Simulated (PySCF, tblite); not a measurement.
Isomers of C5H11OPS, one GFN2-xTB conformer each. Single-point energies are computed at PBE0/pcSseg-1 (PySCF, gas phase, no added dispersion term), electronic only.

Problem. Rank them by PBE0/pcSseg-1 energy, lowest first (kcal/mol).
A. `[CH3:1][S:2][CH2:3][P:4]1(=[O:5])[CH2:6][CH2:7][CH2:8]1` with C1–S2–C3–P4 77°, S2–C3–P4–O5 -72°, C3–P4–C6–C7 -90°, P4–C6–C7–C8 -17°, C6–C7–C8–P4 17°, C3–P4–C8–C7 92°
B. `[OH:1][CH2:2][P:3]1[CH2:4][CH2:5][S:6][CH2:7][CH2:8]1` with H–O1–C2–P3 -61°, O1–C2–P3–C4 -170°, C2–P3–C4–C5 163°, P3–C4–C5–S6 -72°, C4–C5–S6–C7 62°, C5–S6–C7–C8 -62°

Solution. A (0.0), B (9.7).

As drawn, the lower has a four-membered ring and a P=O bond, which the higher lacks; the higher has an O–H bond, which the lower lacks. GFN2-xTB itself gives, in the same order: 0.0, 27.1. Both levels put the same isomer lowest.

Problem. Which frontier levels, dipoles and rotational constants go with these structures?

Solution. 
```tsv
SMILES	HOMO (eV, PBE0/pcSseg-1)	LUMO (eV)	dipole (D)	A, B, C (MHz)
CSCP1(=O)CCC1	-6.45	0.64	2.80	2715, 972.0, 854.3
OCP1CCSCC1	-6.42	0.50	1.58	2999, 870.2, 745.0
```

Problem. What happens when harmonic zero-point energies from GFN2-xTB frequencies are added?

Solution. 
```json
{"SMILES": "CSCP1(=O)CCC1", "ZPE (kcal/mol)": "95.0", "electronic (kcal/mol)": "0.0", "with ZPE (kcal/mol)": "0.0"}
{"SMILES": "OCP1CCSCC1", "ZPE (kcal/mol)": "95.6", "electronic (kcal/mol)": "9.7", "with ZPE (kcal/mol)": "10.3"}
```

The zero-point energies span 0.6 kcal/mol. The order is unchanged.

Problem. As an exercise, what shares would exp(−E/RT) give at 1000 K from these electronic energies alone (no entropy, no degeneracies)?

Solution. RT = 1.987 kcal/mol: CSCP1(=O)CCC1 99.2 %, OCP1CCSCC1 0.8 %.
